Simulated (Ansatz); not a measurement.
`CO[SiH](C)F` + H₂S → `C[SiH](F)S` + CH₃OH at 600 K and 1 bar (ligand exchange at the Si–O bond).

Isolated molecules relaxed with PBE0-D4/def2-TZVP in Ansatz; ΔE leaves out vibrations. CCSD(T)/CBS is the MP2 limit (def2-TZVPP, def2-QZVPP) plus CCSD(T) − MP2 in def2-TZVPP, frozen cores. This one scheme is used for every species. Each species was taken in one conformer, which may not be the lowest.

```tsv
species	CCSD(T)/CBS energy (Eh)	H − E (kJ/mol)	S (J/(mol·K))
`CO[SiH](C)F`	-544.48370	304.8	453.9
H₂S	-398.97279	60.8	230.9
`C[SiH](F)S`	-827.81979	208.6	412.0
CH₃OH	-115.61712	163.6	277.3
```

H − E and S are ideal-gas, rigid-rotor, harmonic terms from PBE0-D4/def2-TZVP, for one conformer and one mirror image of each species. 1 Eh = 2625.50 kJ/mol, R = 8.31446 J/(mol·K).

Q: By hand: ΔE, ΔH, ΔS and ΔG.

A: ΔE = (-827.81979) + (-115.61712) − (-544.48370) − (-398.97279) = 0.01958 Eh = 51.4 kJ/mol. Δ(H − E) = 208.6 + 163.6 − 304.8 − 60.8 = 6.6, so ΔH = 58.0 kJ/mol. ΔS = 412.0 + 277.3 − 453.9 − 230.9 = 4.5 J/(mol·K). ΔG = 58.0 − 600 × (4.5)/1000 = 55.3 kJ/mol.

Q: By hand: the equilibrium constant, and the temperature at which ΔG would vanish if ΔH and ΔS stayed fixed.

A: log₁₀ K = −ΔG/(RT ln 10) = -4.8. ΔG = 0 at ΔH/ΔS = 12889 K, far beyond where these terms or the molecules hold.

The number of gas molecules stays the same, so ΔS is small and ΔH decides. A doubt of 5 kJ/mol in ΔE shifts log₁₀ K by 0.4 here. Other conformers and mirror images would add mixing entropy, several J/(mol·K) or more a flexible species. These are equilibria of isolated gas molecules and say nothing of rates. Largest T1 diagnostic: 0.011 (customary marks: 0.02 for closed shells, 0.045 for open ones).
